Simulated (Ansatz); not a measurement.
Several settings on one geometry of GaSb₂⁻ (that of the charge -1 singlet, B3LYP-D4/def2-TZVPD). Ansatz on 4 threads of Intel Xeon on a shared host; times are rough.

| atom | x (Å) | y (Å) | z (Å) |
| --- | --- | --- | --- |
| Ga1 | -0.711 | -1.494 | -0.022 |
| Sb2 | 1.562 | 0.172 | 0.048 |
| Sb3 | -0.852 | 1.322 | -0.026 |

Totals from different functionals, basis sets or treatments of relativity can't be compared as stabilities.

In the def2 sets Sb takes a core potential; there is no spin–orbit coupling.

Give the basis size and estimate the energy, ⟨S²⟩ and time of these runs.

```
run                          method  charge    state                                                                                                                          further keys
  1           RKS revPBE0/def2-TZVP      -1  singlet                                                                             scf: {omitted_lower_state_checks: [starts]}; forces asked
  2  RKS PBE0-D3(BJ)-ATM/def2-TZVPD      -1  singlet                                                                                           fitting: {mean_field: def2-universal-jkfit}
  3              UKS BLYP/def2-TZVP      -1  singlet                                                                                                                          forces asked
  4           RKS BHLYP/def2-mTZVPP      -1  singlet  final_grid: {core_spheres: 8, valence_spheres: 7, degree: 23}; point_charges: [{charge: 2.00, position_ang: [4.397, -0.967, 0.033]}]
```


```tsv
run	functions	energy (Eh)	⟨S²⟩	wall time
1	148	-2405.4246	–	2.1 s
2	166	-2405.2457	–	1.5 s
3	148	-2405.4576	0.00	13 s
4	108	-2405.7751	–	2 s
```

The highest occupied level of an anion often lies above zero with these methods, and sets without diffuse functions describe the outer electron poorly.
